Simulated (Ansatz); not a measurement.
Reaction (ligand exchange at the Al–C bond): `[CH3][AlH][CH2]F` + silanol → `F[CH2][AlH][O][SiH3]` + CH₄

Isolated molecules relaxed with PBE0-D4/def2-TZVP in Ansatz; ΔE leaves out vibrations. CBS: MP2 limit from def2 TZ/QZ plus the TZ coupled-cluster correction, frozen cores. This one scheme is used for every species. Functionals use def2-TZVPP. B3LYP here is the variant with VWN-RPA as its local correlation; programs differ in this. One conformer a species, not always the lowest.

| level | ΔE (kcal/mol) |
| --- | --- |
| PBE-D4 | -38.5 |
| r2SCAN-D4 | -41.5 |
| B3LYP-D4 | -42.5 |
| HF/def2-TZVPP | -44.7 |
| SCS-MP2/def2-TZVPP | -42.9 |
| SCS-MP2/def2-QZVPP | -42.8 |
| MP2/CBS(def2) | -41.9 |
| CCSD/CBS(def2) | -41.7 |

Question: What does CCSD(T)/CBS give? (Best estimate.)

Answer: Ansatz gave: -41.3 kcal/mol. The listed levels differ from it by 2.8, -0.2, -1.2, -3.4, -1.6, -1.5, -0.6, -0.4 kcal/mol.

Largest T1 diagnostic among the species: 0.012.

In def2-TZVPP, CCSD(T) changes the Hartree–Fock value by +3.0 kcal/mol (the triples alone add +0.4 kcal/mol) and MP2 by +2.4 kcal/mol. From PBE to PBE0 (25 % exact exchange), in def2-TZVPP and without D4, ΔE moves by −1.0 kcal/mol.
